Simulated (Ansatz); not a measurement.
Calculation: PBE-D3(BJ)/def2-SVP run with Ansatz (an electronic-structure program). No frequencies were computed at this level.

Ansatz 0.2 input:
```yaml
crystal:
  periodic: [false, false, false]
  atoms:
    - { symbol: Hf, position_ang: [-0.007319, 0.063111, -0.019457] }
    - { symbol: Cl, position_ang: [2.158163, 0.090875, 0.797638] }
    - { symbol: N, position_ang: [-0.070811, 1.658471, -1.255608] }
    - { symbol: H, position_ang: [0.668922, 2.353421, -1.135515] }
    - { symbol: H, position_ang: [-0.927083, 2.181325, -1.441118] }
    - { symbol: N, position_ang: [-0.157582, -1.750239, -0.906282] }
    - { symbol: H, position_ang: [0.703214, -2.164689, -1.269797] }
    - { symbol: H, position_ang: [-0.893994, -1.986136, -1.572205] }
    - { symbol: N, position_ang: [-1.642093, 0.222023, 1.161192] }
    - { symbol: H, position_ang: [-2.072953, -0.651457, 1.470861] }
    - { symbol: H, position_ang: [-2.411909, 0.785938, 0.796734] }
basis:
  gaussian: { orbitals: def2-svp }
hamiltonian:
  xc: pbe
  dispersion: d3bj
relax:
  max_steps: 150
```

Output:

```
Functional definition: PBE
1373 factors; their error is unknown
mean field evaluation 1: about -18359.6738 eV, gradient 1.1e2 eV
mean field evaluation 2: about -18200.7909 eV, gradient 2.5e2 eV
mean field evaluation 4: about -18383.7515 eV, gradient 1.9e1 eV
mean field evaluation 8: about -18384.7715 eV, gradient 1.3e-1 eV
mean field evaluation 16: about -18384.6718 eV, gradient 2.0e-3 eV
mean field -18384.67182665 eV, -675.6242280512 hartree, gradient 1.9e-5 eV, S^2 0.000000; 0 other end points of the search recorded, 0 dependent functions left out
reference -18384.67190889 eV, -675.6242310737 hartree; 28, 28 occupied and 94, 94 virtual orbitals, 1373 factors
relax step   1: F+E_penalty+E_count = -18384.90628077 eV  Δ(F+E_penalty+E_count) = +0.000e0 eV  max|allowed force component| = 1.143e0 eV/Å  Δτ_max = 0.0000 Å  (30 SCF iters, accepted)
these checks for a lower state are left out or cut short: starts, cluster_reference, orbital_swaps, neighbouring_geometries, increment
1373 factors; their error is unknown
mean field -18384.97100927 eV, -675.6352228096 hartree, gradient 1.6e-5 eV, S^2 0.000000; 0 other end points of the search recorded, 0 dependent functions left out
reference -18384.97109240 eV, -675.6352258649 hartree; 28, 28 occupied and 94, 94 virtual orbitals, 1373 factors
relax step   2: F+E_penalty+E_count = -18385.19592083 eV  Δ(F+E_penalty+E_count) = -2.896e-1 eV  max|allowed force component| = 5.559e-1 eV/Å  Δτ_max = 0.1947 Å  (35 SCF iters, accepted)
these checks for a lower state are left out or cut short: starts, cluster_reference, orbital_swaps, neighbouring_geometries, increment
1373 factors; their error is unknown
mean field evaluation 32: about -18385.1458 eV, gradient 3.0e-2 eV
mean field -18385.04232031 eV, -675.6378434423 hartree, gradient 1.8e-5 eV, S^2 0.000000; 0 other end points of the search recorded, 0 dependent functions left out
reference -18385.04240479 eV, -675.6378465465 hartree; 28, 28 occupied and 94, 94 virtual orbitals, 1373 factors
relax step   3: F+E_penalty+E_count = -18385.26545855 eV  Δ(F+E_penalty+E_count) = -6.954e-2 eV  max|allowed force component| = 1.264e0 eV/Å  Δτ_max = 0.1947 Å  (34 SCF iters, accepted)
these checks for a lower state are left out or cut short: starts, cluster_reference, orbital_swaps, neighbouring_geometries, increment
1373 factors; their error is unknown
mean field -18385.13304742 eV, -675.6411776020 hartree, gradient 1.9e-5 eV, S^2 0.000000; 0 other end points of the search recorded, 0 dependent functions left out
reference -18385.13313282 eV, -675.6411807402 hartree; 28, 28 occupied and 94, 94 virtual orbitals, 1373 factors
relax step   4: F+E_penalty+E_count = -18385.35742382 eV  Δ(F+E_penalty+E_count) = -9.197e-2 eV  max|allowed force component| = 4.281e-1 eV/Å  Δτ_max = 0.2000 Å  (35 SCF iters, accepted)
these checks for a lower state are left out or cut short: starts, cluster_reference, orbital_swaps, neighbouring_geometries, increment
1373 factors; their error is unknown
mean field -18385.19929277 eV, -675.6436120737 hartree, gradient 1.5e-5 eV, S^2 0.000000; 0 other end points of the search recorded, 0 dependent functions left out
reference -18385.19937928 eV, -675.6436152527 hartree; 28, 28 occupied and 94, 94 virtual orbitals, 1373 factors
relax step   5: F+E_penalty+E_count = -18385.42360681 eV  Δ(F+E_penalty+E_count) = -6.618e-2 eV  max|allowed force component| = 2.898e-1 eV/Å  Δτ_max = 0.1999 Å  (33 SCF iters, accepted)
these checks for a lower state are left out or cut short: starts, cluster_reference, orbital_swaps, neighbouring_geometries, increment
1373 factors; their error is unknown
mean field -18385.24133752 eV, -675.6451571898 hartree, gradient 1.9e-5 eV, S^2 0.000000; 0 other end points of the search recorded, 0 dependent functions left out
reference -18385.24142427 eV, -675.6451603778 hartree; 28, 28 occupied and 94, 94 virtual orbitals, 1373 factors
relax step   6: F+E_penalty+E_count = -18385.46568362 eV  Δ(F+E_penalty+E_count) = -4.208e-2 eV  max|allowed force component| = 2.358e-1 eV/Å  Δτ_max = 0.2000 Å  (34 SCF iters, accepted)
these checks for a lower state are left out or cut short: starts, cluster_reference, orbital_swaps, neighbouring_geometries, increment
1373 factors; their error is unknown
mean field evaluation 64: about -18385.3861 eV, gradient 9.5e-3 eV
mean field -18385.28226494 eV, -675.6466612446 hartree, gradient 1.9e-5 eV, S^2 0.000000; 0 other end points of the search recorded, 0 dependent functions left out
reference -18385.28235193 eV, -675.6466644414 hartree; 28, 28 occupied and 94, 94 virtual orbitals, 1373 factors
relax step   7: F+E_penalty+E_count = -18385.50645873 eV  Δ(F+E_penalty+E_count) = -4.078e-2 eV  max|allowed force component| = 1.471e-1 eV/Å  Δτ_max = 0.2000 Å  (35 SCF iters, accepted)
these checks for a lower state are left out or cut short: starts, cluster_reference, orbital_swaps, neighbouring_geometries, increment
1373 factors; their error is unknown
mean field -18385.30130052 eV, -675.6473607893 hartree, gradient 1.9e-5 eV, S^2 0.000000; 0 other end points of the search recorded, 0 dependent functions left out
reference -18385.30138775 eV, -675.6473639950 hartree; 28, 28 occupied and 94, 94 virtual orbitals, 1373 factors
relax step   8: F+E_penalty+E_count = -18385.52543796 eV  Δ(F+E_penalty+E_count) = -1.898e-2 eV  max|allowed force component| = 1.641e-1 eV/Å  Δτ_max = 0.2000 Å  (35 SCF iters, accepted)
these checks for a lower state are left out or cut short: starts, cluster_reference, orbital_swaps, neighbouring_geometries, increment
1373 factors; their error is unknown
mean field -18385.30539888 eV, -675.6475114014 hartree, gradient 1.7e-5 eV, S^2 0.000000; 0 other end points of the search recorded, 0 dependent functions left out
reference -18385.30548621 eV, -675.6475146105 hartree; 28, 28 occupied and 94, 94 virtual orbitals, 1373 factors
relax step   9: F+E_penalty+E_count = -18385.52931192 eV  Δ(F+E_penalty+E_count) = -3.874e-3 eV  max|allowed force component| = 6.938e-2 eV/Å  Δτ_max = 0.0671 Å  (28 SCF iters, accepted)
these checks for a lower state are left out or cut short: starts, cluster_reference, orbital_swaps, neighbouring_geometries, increment
1373 factors; their error is unknown
mean field -18385.30547366 eV, -675.6475141494 hartree, gradient 1.9e-5 eV, S^2 0.000000; 0 other end points of the search recorded, 0 dependent functions left out
reference -18385.30556099 eV, -675.6475173587 hartree; 28, 28 occupied and 94, 94 virtual orbitals, 1373 factors
relax step  10: F+E_penalty+E_count = -18385.52939036 eV  Δ(F+E_penalty+E_count) = -7.844e-5 eV  max|allowed force component| = 6.429e-2 eV/Å  Δτ_max = 0.0017 Å  (30 SCF iters, accepted)
these checks for a lower state are left out or cut short: starts, cluster_reference, orbital_swaps, neighbouring_geometries, increment
1373 factors; their error is unknown
mean field evaluation 96: about -18385.3036 eV, gradient 1.3e-3 eV
mean field -18385.30355850 eV, -675.6474437686 hartree, gradient 1.8e-5 eV, S^2 0.000000; 0 other end points of the search recorded, 0 dependent functions left out
reference -18385.30364581 eV, -675.6474469770 hartree; 28, 28 occupied and 94, 94 virtual orbitals, 1373 factors
relax step  11: F+E_penalty+E_count = -18385.52763359 eV  Δ(F+E_penalty+E_count) = +1.757e-3 eV  max|allowed force component| = 2.233e-1 eV/Å  Δτ_max = 0.0572 Å  (28 SCF iters, rejected (line search))
these checks for a lower state are left out or cut short: starts, cluster_reference, orbital_swaps, neighbouring_geometries, increment
1373 factors; their error is unknown
mean field -18385.30659727 eV, -675.6475554412 hartree, gradient 1.8e-5 eV, S^2 0.000000; 0 other end points of the search recorded, 0 dependent functions left out
reference -18385.30668460 eV, -675.6475586505 hartree; 28, 28 occupied and 94, 94 virtual orbitals, 1373 factors
relax step  12: F+E_penalty+E_count = -18385.53052146 eV  Δ(F+E_penalty+E_count) = -1.131e-3 eV  max|allowed force component| = 2.757e-3 eV/Å  Δτ_max = 0.0286 Å  (29 SCF iters, accepted)
1373 factors; their error is unknown
mean field evaluation 128: about -18385.3066 eV, gradient 3.8e-4 eV
mean field -18385.30659727 eV, -675.6475554412 hartree, gradient 1.9e-5 eV, S^2 0.000000; 1 other end points of the search recorded, 0 dependent functions left out
reference -18385.30668460 eV, -675.6475586505 hartree; 28, 28 occupied and 94, 94 virtual orbitals, 1373 factors
Total energy: -18385.53060879 eV, -675.6557877127 hartree
Atom 0 at     0.013465     0.055233    -0.020566 Å, force    -0.002757    -0.000379    -0.001682 eV/Å
Atom 1 at     2.027131    -0.028939     1.293616 Å, force     0.000078    -0.000874     0.001154 eV/Å
Atom 2 at    -0.060040     1.693146    -1.230123 Å, force    -0.001675     0.001996     0.000576 eV/Å
Atom 3 at     0.199402     2.641837    -0.930803 Å, force     0.000825    -0.000995     0.000093 eV/Å
Atom 4 at    -0.258589     1.718327    -2.235805 Å, force     0.000853     0.002080    -0.001189 eV/Å
Atom 5 at    -0.191527    -1.562688    -1.241906 Å, force    -0.001236     0.001039    -0.000054 eV/Å
Atom 6 at     0.571634    -1.959272    -1.805046 Å, force     0.001088    -0.001424     0.000839 eV/Å
Atom 7 at    -1.010462    -2.172176    -1.338479 Å, force     0.001293    -0.002532    -0.001350 eV/Å
Atom 8 at    -1.669597     0.116616     1.126459 Å, force    -0.000048    -0.001280    -0.001222 eV/Å
Atom 9 at    -1.824393    -0.477077     1.951383 Å, force     0.002128     0.001520     0.002150 eV/Å
Atom 10 at    -2.450468     0.777635     1.057713 Å, force    -0.000549     0.000849     0.000684 eV/Å
Dipole moment:    -0.518628     0.020923    -0.338876 e Å
```

Cost: around 100 core-seconds (rough).
